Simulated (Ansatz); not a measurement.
A nudged elastic band was laid between two geometries of BCl3 + H2S (7 atoms, charge 0, multiplicity 1).

Method: RKS PBE-D4/def2-SVP in Ansatz 0.2.0.

```
movable images  : 5
climbing image  : yes
spring          : 5.0 eV/Å²
optimiser       : quadratic models (default)
start path      : through a guess of the saddle point
force threshold : 0.05 eV/Å
iteration limit : 60
end points      : relaxed
```

First end point:

```xyz
7
Properties=species:S:1:pos:R:3
B 0.047 0.378 -0.008
Cl -0.058 0.729 1.715
Cl 1.585 0.494 -0.835
Cl -1.432 0.102 -0.921
S 0.323 -2.853 0.662
H -0.972 -2.822 0.242
H -0.011 -2.278 1.848
```

Last end point:

```xyz
7
Properties=species:S:1:pos:R:3
B 0.113 -0.649 -0.615
Cl -0.163 0.043 2.896
Cl 1.574 0.292 -0.851
Cl -1.454 -0.014 -1.085
S 0.311 -2.305 0.110
H -1.014 -2.625 0.107
H 0.114 -0.990 2.141
```

What changes between the two ends?

Bonds broken: B1–Cl2, S5–H7. Bonds formed: B1–S5, Cl2–H7. BCl3 + H2S becomes BCl2HS + ClH.

Give the energies along the band, and the barrier.

The forces met the threshold. The highest image is number 3 of 0 to 6, 0.64 eV above the first end and 0.57 eV above the last; the last end lies 0.07 eV above the first. A vibrational analysis at the climbing image gives one clearly imaginary mode, 526i cm⁻¹: a first-order saddle point. The orbitals stay closed-shell, which can raise the energy where a bond breaks towards radicals; this wasn't checked here.

| image | path coordinate (Å) | energy (eV) | B1–Cl2 (Å) | S5–H7 (Å) | B1–S5 (Å) |
| --- | --- | --- | --- | --- | --- |
| 0 | 0.00 | 0.00 | 1.76 | 1.36 | 3.31 |
| 1 | 0.64 | 0.03 | 1.78 | 1.36 | 2.78 |
| 2 | 1.28 | 0.18 | 1.86 | 1.38 | 2.21 |
| 3 | 1.92 | 0.64 | 2.20 | 1.71 | 1.97 |
| 4 | 2.37 | 0.35 | 2.67 | 2.04 | 1.86 |
| 5 | 2.81 | 0.11 | 3.17 | 2.30 | 1.83 |
| 6 | 3.25 | 0.07 | 3.59 | 2.43 | 1.82 |

What is the geometry of the highest image?


```xyz
7
Properties=species:S:1:pos:R:3
B 0.066 -0.409 -0.105
Cl -0.168 0.107 2.021
Cl 1.588 0.344 -0.636
Cl -1.460 0.007 -0.922
S 0.324 -2.312 0.312
H -1.001 -2.636 0.317
H 0.133 -1.350 1.716
```

What are the harmonic wavenumbers there?

526i, 148, 183, 194, 237, 325, 336, 406, 666, 698, 851, 881, 949, 1241, 2606 cm⁻¹.

The band took 17 iterations and of the order of 6 core-minutes.

The run took 3.7 min on 2 threads of Intel(R) Xeon(R) Platinum 8259CL CPU @ 2.50GHz (Skylake/Cascade Lake), on a shared host, peak memory 0.17 GiB.
